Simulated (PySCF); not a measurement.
# Relaxation of singlet RuO₄

Level of theory: PySCF, PBE0, basis Ru def2-SVP with ECP28, O def2-SVP (scalar-relativistic core potentials, no spin–orbit coupling, density fitting). A (50,194) grid was used.

A hand-made tetrahedral start, of Td symmetry, held to at least that symmetry:

```xyz
5
charge 0 multiplicity 1, angstrom
Ru    0.0000    0.0000    0.0000
O     1.3962    0.0000    0.9873
O    -1.3962    0.0000    0.9873
O     0.0000    1.3963   -0.9873
O     0.0000   -1.3962   -0.9873
```

Optimiser trace:
| step | E − E(last) (kJ/mol) | largest gradient (Eh/bohr) |
| --- | --- | --- |
| 0 | 22.33 | 0.03817 |
| 1 | 2.29 | 0.01368 |
| 2 | 0.04 | 0.00179 |
| 3 | 0.00 | 0.00007 |

It ends at Td with Ru–O 1.664 Å (×4); O–Ru–O 109.5° (×6). A frequency run shows a minimum. Other isomers or separated fragments may lie lower.

Final geometry:
```xyz
5
charge 0 multiplicity 1, angstrom
Ru    0.0000    0.0000    0.0000
O     1.3585    0.0000    0.9606
O    -1.3585    0.0000    0.9606
O     0.0000    1.3585   -0.9606
O     0.0000   -1.3585   -0.9606
```

The relaxation took roughly 50 core-seconds on a shared host.
